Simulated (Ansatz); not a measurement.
The same path of GaH₅SSi (8 atoms, charge 0, multiplicity 1) was run twice with different band settings. Lost on the way: Ga1–Si2, S3–H4. Made: Si2–H4.

All numbers below come from RKS PBE/def2-SVP in Ansatz 0.2.0.

Relaxed end points:

```xyz
8
Properties=species:S:1:pos:R:3
Ga -1.095 -0.172 -0.521
Si 0.606 0.739 0.933
S -0.568 -1.780 -1.969
H 0.750 -1.840 -1.624
H -2.621 0.221 -0.601
H 1.959 0.147 0.632
H 0.696 2.237 0.776
H 0.272 0.447 2.375
```

```xyz
8
Properties=species:S:1:pos:R:3
Ga -1.750 -0.833 -1.499
Si 1.047 0.586 0.966
S -1.092 -2.482 -2.482
H 0.381 -0.290 -0.071
H -2.350 0.414 -0.806
H 2.535 0.496 0.795
H 0.585 2.002 0.765
H 0.644 0.108 2.331
```

Common settings: movable images 5; climbing image yes; optimiser quadratic models (default); start path through a guess of the saddle point; force threshold 0.05 eV/Å; iteration limit 60; end points relaxed.

| run | spring |
| --- | --- |
| 1 | 5.0 eV/Å² |
| 2 | 20.0 eV/Å² |

Question: What does each run give, and how far can it be trusted?

Answer: Run 1: converged after 13 iterations, highest image 1.992 eV above the first end. A vibrational analysis at the climbing image gives one clearly imaginary mode, 1087i cm⁻¹: a first-order saddle point.
Run 2: converged after 13 iterations, highest image 1.992 eV above the first end. Another band between the same ends (5 images) ends at a top of the same energy, where a vibrational analysis finds 1 clearly imaginary mode.
The orbitals stay closed-shell, which can raise the energy where a bond breaks towards radicals; this wasn't checked here.
